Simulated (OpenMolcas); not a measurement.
## Co2+ in Cs2NaYCl6

Co2+ with its 6 nearest chloride ions at 2.545 Å, on the Y site of Cs2NaYCl6 (a = 10.7396 Å, distance in the model lattice 2.619 Å). The rest of the host is ab initio model potentials to 7.6 Å, with orthogonalisation functions on the cations behind the ligands, and point charges beyond; the distance is set by hand and nothing relaxes, and no local charge compensation is placed. Ligand basis ANO-RCC-VDZP.

```json
{
  "Program": "OpenMolcas 26.06",
  "Method": "CASSCF",
  "Basis": "ANO-RCC-VTZP [6s5p3d2f1g]",
  "Scalar Hamiltonian": "DKH2, point nucleus",
  "Active space": "7 electrons in 5 orbitals (3d)",
  "State averaging": "2S+1 = 4 even, 10 roots; 2S+1 = 2 even, 40 roots",
  "Spin-orbit coupling": "state interaction with AMFI integrals over the reference wave functions"
}
```

The lowest spin-free states (labels of O, the rotations of Oh), above the lowest:

```
State  Degeneracy  E (cm-1)  Free-ion L (%)
  4T1           3       0.0          F (99)
  4T2           3      3200         F (100)
  4A2           1      7067         F (100)
   2E           2     17245          G (73)
  2T2           3     19224          G (94)
  2T1           3     19547          G (86)
  4T1           3     20566          P (99)
  2A1           1     21348         G (100)
  2T1           3     24712          P (66)
  2T2           3     26018          H (75)
  2T1           3     26216          H (90)
   2E           2     27549          H (85)
  2T1           3     29419          H (64)
   2E           2     29541          D (85)
  2T2           3     30029          D (75)
  2T2           3     44112          F (98)
  2T1           3     44144          F (98)
  2A2           1     44985         F (100)
  2T2           3     67995          D (98)
   2E           2     68482         D (100)
```

The lowest levels with spin-orbit coupling:

```
E (cm-1)  Degeneracy  Label  2S+1               g
     0.0           2     Γ6     4  4.60 4.60 4.60
   337.1           4     Γ8     4                
   904.7           4     Γ8     4                
    1065           2     Γ7     4  0.60 0.60 0.60
    3788           2     Γ6     4  2.63 2.63 2.63
    3873           4     Γ8     4                
    3969           4     Γ8     4                
    4145           2     Γ7     4  2.56 2.56 2.56
    7869           4     Γ8     4                
   17840           4     Γ8     2                
   19622           4     Γ8     2                
   20291           4     Γ8     2                
   20301           2     Γ7     2  2.04 2.04 2.04
   20482           2     Γ6     2  0.21 0.21 0.21
   20995           4     Γ8     4                
   20995           2     Γ7     4  2.55 2.55 2.55
   21236           4     Γ8     4                
   21631           2     Γ6     4  2.67 2.67 2.67
   22024           2     Γ6     2  1.41 1.41 1.41
   25268           4     Γ8     2
```

Powder χT (cm3 K/mol): 2.01 at 2 K, 2.1 at 10 K, 2.56 at 50 K, 3.09 at 100 K, 3.69 at 200 K, 3.89 at 300 K. The effective moment at 300 K is 2.828 √(χT) = 5.57 μB.

The lowest level has 2S+1 = 4, for which the spin-only value is χT = S(S+1) / 2 = 1.875 cm3 K/mol (g = 2). The computed 3.885 at 300 K differs by +2.010, through orbital momentum, spin-orbit coupling and any other state in reach. With a threefold ground state the orbital momentum is unquenched, so the spin-only value is not expected to hold.

Metal share of the active 3d orbitals (Löwdin): 96, 96, 99, 99, 99 %; Mulliken charge of the metal 1.69.

A least-squares ligand-field fit to the states below 45000 cm-1, each weighted by its degeneracy and with a free common offset, gives 10Dq = 3862 cm-1, B = 1187 cm-1 and C = 4417 cm-1 (C/B = 3.72), with an rms deviation of 62 cm-1.

The same method and metal basis give the free ion B = 1229 cm-1 (fit to its terms below 60000 cm-1, rms deviation 20 cm-1), so the nephelauxetic ratio is β = 1187 / 1229 = 0.97; it hangs on how both fits weigh the states, and computed free-ion B values tend to be too large, so β mixes covalency with correlation.

An orbital triplet at a regular site is open to Jahn-Teller coupling, which can distort the site and quench the lowest spin-orbit gaps and is left out. Without dynamic correlation the repulsion within the d shell is too large (B by tens of per cent), so at a given field states of lower spin stand too high. Ligand-to-metal charge-transfer states are missing. With no ligand orbital active B as a rule stays too high, so bands that hang on it stand too high and its fall with covalency is understated. With metal d orbitals alone and no dynamic correlation the field as a rule comes out too small, by tens of per cent, by up to half for chloride and softer ligands, and with too little covalency χT stands high. No measured value stands beside these numbers; the geometry was set by hand and not optimised.

The RASSCF and RASSI steps took 51 s on 1 thread of Arm Neoverse V1, on a shared host; the integral step is not counted.
